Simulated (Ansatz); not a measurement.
Frontier orbitals of `C=[C]1[Te][Al]1[F]`.

Charge 0, multiplicity 1. Correlated methods include outer-core shells of Te, which these sets cover unevenly. Te takes the def2 core potential. The geometry is a stationary point of PBE0-D4/def2-TZVP. Basis def2-TZVPP, Ansatz 0.2.0.

```json
{"functional": "PBE", "HOMO (eV)": "-5.47", "LUMO (eV)": "-2.79", "gap (eV)": "2.68"}
{"functional": "BLYP", "HOMO (eV)": "-5.27", "LUMO (eV)": "-2.70", "gap (eV)": "2.57"}
{"functional": "PBE0", "HOMO (eV)": "-6.37", "LUMO (eV)": "-2.02", "gap (eV)": "4.35"}
{"functional": "r2SCANh", "HOMO (eV)": "-5.98", "LUMO (eV)": "-2.28", "gap (eV)": "3.70"}
{"functional": "r2SCAN0", "HOMO (eV)": "-6.49", "LUMO (eV)": "-1.88", "gap (eV)": "4.61"}
{"functional": "LC-ωPBE", "HOMO (eV)": "-8.72", "LUMO (eV)": "0.09", "gap (eV)": "8.81"}
{"functional": "ωB97X-V", "HOMO (eV)": "-8.41", "LUMO (eV)": "-0.04", "gap (eV)": "8.37"}
{"functional": "ωB97M-V", "HOMO (eV)": "-8.32", "LUMO (eV)": "-0.26", "gap (eV)": "8.06"}
```

A quarter of exact exchange (PBE0) shifts PBE's HOMO by −0.91 eV and its LUMO by +0.78 eV; full exchange at long range (ωB97M-V) shifts them by −2.85 and +2.53 eV. The gap opens from 2.67 to 8.05 eV, since occupied levels lose self-interaction and empty ones feel all the electrons.

LC-ωPBE has ω = 0.4 bohr⁻¹.
